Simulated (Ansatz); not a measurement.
A cut through the energy surface

C₂H₆BN (SMILES [BH3-][N+]#CC), singlet, at its PBE0-D4/def2-TZVP minimum:

B1  (-1.048, 1.302, -1.230)
N2  (-0.270, 0.338, -0.322)
C3  (0.309, -0.380, 0.352)
C4  (1.042, -1.285, 1.204)
H5  (-1.756, 0.604, -1.921)
H6  (-1.676, 2.020, -0.483)
H7  (-0.209, 1.902, -1.866)
H8  (2.079, -1.350, 0.870)
H9  (1.021, -0.925, 2.234)
H10  (0.591, -2.278, 1.165)
(Å)

The angle H6–B1–N2 (105.7° at the minimum) is set to the values below, H6, with anything bonded beyond it, turning rigidly in the plane of the angle. Each method's energies count from its own value at the PBE0-D4 minimum structure. Program: Ansatz 0.2.0. Basis: def2-TZVPP. Cores are frozen in the correlated methods. B3LYP uses VWN-RPA correlation.

CCSD(T) energies along the scan:
| angle (°) | CCSD(T) (kcal/mol) |
| --- | --- |
| 87.7 | 6.38 |
| 92.2 | 3.47 |
| 96.7 | 1.48 |
| 101.2 | 0.34 |
| 105.7 | 0.00 |
| 110.2 | 0.39 |
| 114.7 | 1.48 |
| 119.2 | 3.23 |
| 123.7 | 5.61 |
They count from the CCSD(T) energy at the PBE0-D4 minimum.

Minimum and curvature along this coordinate at CCSD(T): A fifth-order fit through the nearest points gives 105.5°, with a curvature of about 1.6 meV/deg².

Largest difference from the CCSD(T) curve over the scan: r2SCAN-D4 0.56; PBE0-D4 0.49; B3LYP-D4 0.52 kcal/mol. Each curve counts from its own value at the minimum.

No T1 diagnostic of these runs exceeds 0.014.

For scale, one of the runs: CCSD(T)/def2-TZVPP, 208 basis functions (an equivalent command: `ansatz run in.yaml --threads 4`). Time: 43 s of wall clock on 4 CPU threads; the host was shared. Peak host memory: 2.9 GiB.
